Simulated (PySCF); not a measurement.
## Te(2+): excitation energy

Te(2+) [Kr] 4d10 5s2 5p2 (3P) → Te(2+) [Kr] 4d10 5s1 5p3 (5S), as a difference of total energies. All numbers are calculated (PySCF 2.14, the non-relativistic Hamiltonian (point nucleus), in dyall-av2z). Correlated levels: valence: [Kr] 4d10 frozen; virtual orbitals above 40 to 60 times the deepest correlated orbital energy dropped. The calculations carry no spin-orbit coupling.

```tsv
method	excitation energy (eV)
UHF	4.117
LDA	6.781
PBE	6.512
PBE0	6.055
r2SCAN	5.603
r2SCANh	5.540
B97-3	6.607
LC-wPBE	5.832
MP2 (valence)	4.880
SCS-MP2 (valence)	5.201
```

Task: How much does correlation contribute at MP2 (valence)?

Result: 4.880 − (4.117) = 0.763 eV, measured against UHF.

A first-order spin-orbit estimate (lowest level to lowest level, LS coupling) adds 0.494 eV.
